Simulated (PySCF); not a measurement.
Compound: C₄H₉F₂N.
Cartesian coordinates in Å at the GFN2-xTB level; atoms count from 1:
```xyz
16
C4H9F2N angstrom
C      2.4106    0.4980    0.3360
C      1.2558   -0.0926   -0.4590
N     -0.0064    0.2069    0.1963
C     -1.1525   -0.3521   -0.4860
C     -2.4188    0.0202    0.2703
F     -3.5215   -0.2783   -0.4566
F     -2.5199   -0.6960    1.4189
H      3.3476    0.3454   -0.1924
H      2.4834    0.0246    1.3126
H      2.2540    1.5634    0.4789
H      1.4089   -1.1785   -0.5896
H      1.2199    0.3613   -1.4542
H      0.0210   -0.1354    1.1537
H     -1.1183   -1.4514   -0.5906
H     -1.2154    0.0871   -1.4864
H     -2.4560    1.0863    0.5366
```

Vertical excitations from PySCF (density fitting, frozen core in the response, grid level 2 and gas phase unless stated; continuum runs use non-equilibrium linear response for the excitations) on a GFN2-xTB geometry. Reference run:

```tsv
settings	S1, eV (f)	S2, eV (f)	S3, eV (f)	S4, eV (f)	S5, eV (f)	S6, eV (f)	T1, eV (Tamm–Dancoff)	mean α (au)
PBE0/def2-SVPD, full TDDFT, 6 singlets	6.36 (0.003)	7.02 (0.035)	7.16 (0.029)	7.39 (0.032)	7.75 (0.051)	8.20 (0.017)	6.14	62.0
```

Task: What do these settings give: (1) BP86/cc-pVDZ, energy threshold 1e-08 Eh, TDA, 12 singlets; (2) KT3/def2-SVPD, TDA, 12 singlets?

Result: 
```json
{"settings": "BP86/cc-pVDZ, energy threshold 1e-08 Eh, TDA, 12 singlets", "S1, eV (f)": "6.33 (0.016)", "S2, eV (f)": "6.91 (0.020)", "S3, eV (f)": "7.16 (0.081)", "S4, eV (f)": "7.27 (0.028)", "S5, eV (f)": "7.49 (0.038)", "S6, eV (f)": "8.20 (0.009)", "T1, eV (Tamm–Dancoff)": "6.05", "mean α (au)": "55.4"}
{"settings": "KT3/def2-SVPD, TDA, 12 singlets", "S1, eV (f)": "5.55 (0.004)", "S2, eV (f)": "6.01 (0.013)", "S3, eV (f)": "6.13 (0.040)", "S4, eV (f)": "6.42 (0.012)", "S5, eV (f)": "6.80 (0.047)", "S6, eV (f)": "7.16 (0.012)", "T1, eV (Tamm–Dancoff)": "5.39", "mean α (au)": "64.3"}
```

(1) S1 moves by -0.03 eV; functional, basis and response scheme change together, so the shift can't be laid on one. (2) S1 moves by -0.81 eV; functional and response scheme change together, so the shift can't be laid on one. States are counted by energy in each run and needn't keep their character from row to row.

KT3 was designed for NMR shieldings or shifts; total energies of different functionals aren't comparable.

Task: Which orbital pairs make up S1 in each run, and how does it sit against the orbital gap?

Result: 
```json
{"settings": "PBE0/def2-SVPD, full TDDFT, 6 singlets", "S1 configurations (weight)": "H→L 0.96", "S1 (eV)": "6.36", "orbital gap (eV)": "7.64", "S1 − gap (eV)": "-1.28"}
{"settings": "BP86/cc-pVDZ, energy threshold 1e-08 Eh, TDA, 12 singlets", "S1 configurations (weight)": "H→L 0.99", "S1 (eV)": "6.33", "orbital gap (eV)": "6.24", "S1 − gap (eV)": "+0.09"}
{"settings": "KT3/def2-SVPD, TDA, 12 singlets", "S1 configurations (weight)": "H→L 0.99", "S1 (eV)": "5.55", "orbital gap (eV)": "5.47", "S1 − gap (eV)": "+0.08"}
```

One conformer stands for the species.
